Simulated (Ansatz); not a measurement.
`CC1=CC(C(F)(F)F)=[O+][In-]([CH3])([CH3])[O]1`, relaxed with RKS PBE-D4/def2-SVP in Ansatz from a rough embedded geometry. The force threshold is 0.03 eV/Å; the program also tests the step.

Total charge 0; spin multiplicity 1. In: def2 effective core potential.

Start:

```xyz
23

C    -0.364    2.529    2.043
C    -0.301    1.289    1.160
C    -1.444    0.562    0.894
C    -1.474   -0.708    0.048
C    -2.876   -1.377    0.066
F    -3.282   -1.681    1.330
F    -3.789   -0.522   -0.537
F    -2.795   -2.556   -0.708
O    -0.603   -1.204   -0.615
In    1.244   -0.435   -0.698
C     2.769   -1.877   -0.096
C     1.621    0.432   -2.678
O     0.926    0.943    0.695
H     0.537    2.998    2.140
H    -0.790    2.213    3.046
H    -1.133    3.220    1.540
H    -2.340    0.912    1.284
H     3.506   -1.998   -0.922
H     2.312   -2.865    0.115
H     3.242   -1.531    0.823
H     0.748    0.145   -3.324
H     2.594    0.035   -3.040
H     1.691    1.477   -2.568
```

| step | energy (eV) | largest force (eV/Å) | largest move (Å) |
| --- | --- | --- | --- |
| 1 | -24804.5040 | 5.363 | 0.000 |
| 2 | -24806.0125 | 2.233 | 0.192 |
| 3 | -24806.3032 | 0.509 | 0.195 |
| 4 | -24806.3418 | 0.647 | 0.138 |
| 5 | -24806.3858 | 0.227 | 0.123 |
| 6 | -24806.4004 | 0.152 | 0.132 |
| 7 | -24806.4036 | 0.049 | 0.042 |
| 8 | -24806.4048 | 0.027 | 0.025 |

End:

```xyz
23

C    -0.294    2.421    1.993
C    -0.174    1.237    1.056
C    -1.339    0.453    0.828
C    -1.425   -0.691    0.021
C    -2.817   -1.371   -0.029
F    -3.247   -1.681    1.219
F    -3.733   -0.533   -0.574
F    -2.794   -2.495   -0.756
O    -0.530   -1.254   -0.688
In    1.564   -0.521   -0.956
C     2.715   -1.927    0.208
C     1.441    0.581   -2.811
O     0.976    1.033    0.543
H     0.672    2.951    2.058
H    -0.600    2.084    3.004
H    -1.078    3.120    1.635
H    -2.254    0.759    1.353
H     3.603   -2.292   -0.340
H     2.062   -2.783    0.463
H     3.039   -1.427    1.141
H     0.498    0.304   -3.320
H     2.295    0.372   -3.481
H     1.419    1.660   -2.568
```

Hardware: 11 threads of an AMD EPYC 7R13 on a shared host and a whole NVIDIA H100 80 GB. Wall time 8 s, peak host memory 0.95 GiB.
